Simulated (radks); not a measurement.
The samarium ion Sm5+, configuration [Xe] 4f3.

Calculated with a radial shooting solver on a logarithmic mesh with Libxc functionals: scalar-relativistic Kohn-Sham, exchange-only LDA, spin-polarised, spherical densities, point nucleus; open shells are filled with parallel spins first (spin-orbit coupling, left out, can overturn this in heavy ions).

Energy parts (Ry):
total: -20817.6583
kinetic: 22260.1809
electron-nucleus: -50405.1556
Hartree: 7766.0485
exchange: -438.7321

Orbitals (lengths in bohr, moments of r in powers of bohr; <r^-3> diverges for s and p1/2; r(90%) holds 90 % of the orbital's charge):
orbital  occ.  eigenvalue (Ry)  <r^-3>  r(90%)
1s down     1        -3432.830       -  0.0411
1s up       1        -3432.830       -  0.0411
2s up       1        -565.6165       -   0.150
2s down     1        -565.6131       -   0.150
2p up       3        -505.3307   10150   0.139
2p down     3        -505.3284   10150   0.139
3s up       1        -128.4189       -   0.374
3s down     1        -128.3192       -   0.374
3p up       3        -109.5755    2096   0.380
3p down     3        -109.4768    2099   0.379
3d up       5        -83.98465   284.6   0.361
3d down     5        -83.90730   285.0   0.360
4s up       1        -29.94727       -   0.827
4s down     1        -29.71578       -   0.827
4p up       3        -23.70286   474.3   0.883
4p down     3        -23.47354   473.8   0.884
4d up       5        -14.92798   54.37   0.985
4d down     5        -14.70338   54.24   0.987
5s up       1         -7.60859       -    1.86
5s down     1         -7.49600       -    1.87
5p up       3         -5.88376   84.77    2.10
5p down     3         -5.79653   82.38    2.12
4f up       3         -5.37909   8.023    1.31
4f down     0         -5.17094   7.922    1.33
5d up       0         -3.63683   7.182    2.69
5d down     0         -3.58872   6.912    2.72
6s up       0         -2.96813       -    3.79
6s down     0         -2.94837       -    3.82

The highest occupied level is 4f up at -73.186 eV. Spin moment in Bohr magnetons: 3. Summed over all electrons, <r^2> = 30.31 bohr^2, which gives a Langevin (diamagnetic) susceptibility term of -24 x 10^-6 cm^3/mol. For comparison, the ionisation energy in NIST's Atomic Spectra Database is 87 eV (theoretical). In exact Kohn-Sham theory the highest level is minus the ionisation energy, but local and semilocal functionals leave it too shallow, through self-interaction and a potential that decays too fast; potentials with the right tail come closer. The density falls to 0.001 e/bohr^3 at r = 3.04 bohr.
